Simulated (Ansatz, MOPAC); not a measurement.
Molecule: BiI₂ (charge +1, singlet). SMILES of the parent species: [I][Bi][I]

Atoms: Bi1, I2, I3. Bonds: Bi1-I2, Bi1-I3.

Bond lengths (Å) and angles (degrees) optimised at PM3 with MOPAC; PM6 with MOPAC; PM7 with MOPAC; HF/LANL2DZ with Ansatz (a first-principles code); PBE/LANL2DZ with Ansatz; MP2/LANL2DZ with Ansatz, each started from the B3LYP-D3(BJ)/def2-TZVP structure (Ansatz) of the last column. A row stands for all coordinates that are equal there. No wavenumbers were computed at PBE/LANL2DZ, MP2/LANL2DZ, so these may be saddle points.

```tsv
coordinate	PM3	PM6	PM7	HF/LANL2DZ	PBE/LANL2DZ	MP2/LANL2DZ	B3LYP-D3(BJ)/def2-TZVP
Bi1-I2	2.757	2.886	2.694	2.757	2.790	2.792	2.725
I2-Bi1-I3	101.2	100.2	97.7	102.5	104.6	103.9	102.6
```

Mean signed difference of all 2 bond lengths from B3LYP-D3(BJ)/def2-TZVP: PM3 0.033 Å, PM6 0.162 Å, PM7 -0.031 Å, HF/LANL2DZ 0.032 Å, PBE/LANL2DZ 0.065 Å, MP2/LANL2DZ 0.068 Å.
